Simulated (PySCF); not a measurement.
## InF: from constants to spectrum

RHF-CCSD(T) constants of InF, ¹Σ⁺ (singlet), closed shell (In def2-TZVPPD with ECP28, F def2-TZVPPD; scalar-relativistic core potentials (PySCF 2.14); masses 114.9039 and 18.9984 u):

| Quantity | Value |
| --- | --- |
| ωe | 528.6 cm⁻¹ |
| ωexe | 2.68 cm⁻¹ |
| Be | 0.25957 cm⁻¹ |
| αe | 0.00187 cm⁻¹ |
| D (centrifugal) | 2.5e-07 cm⁻¹ |
| De to In + F | 5.51 eV |

Give the vibrational terms G(v) and spacings up to v = 6.

G(v) = ωe(v+½) − ωexe(v+½)².

```tsv
v	G(v) (cm⁻¹)	G(v) − G(v−1)	Bv (cm⁻¹)
0	264		0.2586
1	787	523	0.2568
2	1305	518	0.2549
3	1817	513	0.2530
4	2324	507	0.2512
5	2826	502	0.2493
6	3323	496	0.2474
```

How well does the Morse estimate ωe²/(4ωexe) reproduce De, and what is D0?

It gives 3.23 eV, 59 % of the computed De. D0 = De − G(0) = 5.51 − 0.03 = 5.48 eV.

Correlated steps freeze 5 core orbitals. Spin–orbit coupling is left out, which matters for elements this heavy, above all for dissociation energies. Where the molecule has an RHF reference, its open-shell atoms are computed with UHF.
